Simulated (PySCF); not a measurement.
An equivalent PySCF input for N (nitrogen, neutral), [He] 2s2 2p3, high-spin 4S determinant, with the non-relativistic Hamiltonian (point nucleus):

```python
from pyscf import gto, scf, dft, mp, cc
import basis_set_exchange as bse
mol = gto.M(atom="N 0 0 0", charge=0, spin=3, symmetry="D2h",
            basis=gto.basis.parse(bse.get_basis("def2-TZVP", elements=["N"], fmt="nwchem", header=False)))
mf = dft.UKS(mol, xc="PBE")
mf.irrep_nelec = {'Ag': (2, 2), 'B1u': (1, 0), 'B2u': (1, 0), 'B3u': (1, 0)}
mf.kernel()
```

It reaches the same state as the run whose output follows, with an energy that differs only through the grid. The run itself started from symmetry-adapted Hartree-Fock orbitals and held the occupation by maximum overlap, on a logarithmic radial grid, so the iterations belong to that start.

```
SCF conv_tol = 1e-09
number electrons alpha = 5  beta = 2
XC functionals = PBE
    J. P. Perdew, K. Burke, and M. Ernzerhof.,  Phys. Rev. Lett. 77, 3865 (1996)
    J. P. Perdew, K. Burke, and M. Ernzerhof.,  Phys. Rev. Lett. 78, 1396 (1997)
    J. P. Perdew, K. Burke, and M. Ernzerhof.,  Phys. Rev. Lett. 77, 3865 (1996)
    J. P. Perdew, K. Burke, and M. Ernzerhof.,  Phys. Rev. Lett. 78, 1396 (1997)
cycle= 1 E= -54.5321138112024  delta_E= -0.00418  |g|= 0.00679  |ddm|= 0.12
cycle= 2 E= -54.5321256462214  delta_E= -1.18e-05  |g|= 0.00578  |ddm|= 0.013
cycle= 3 E= -54.5321417222614  delta_E= -1.61e-05  |g|= 0.000252  |ddm|= 0.00463
cycle= 4 E= -54.5321417520615  delta_E= -2.98e-08  |g|= 4.56e-05  |ddm|= 0.000252
cycle= 5 E= -54.5321417531465  delta_E= -1.09e-09  |g|= 9.63e-07  |ddm|= 4.31e-05
cycle= 6 E= -54.532141753147  delta_E= -4.12e-13  |g|= 5.19e-08  |ddm|= 8.07e-07
converged SCF energy = -54.532141753147  <S^2> = 3.7524932  2S+1 = 4.0012464
```
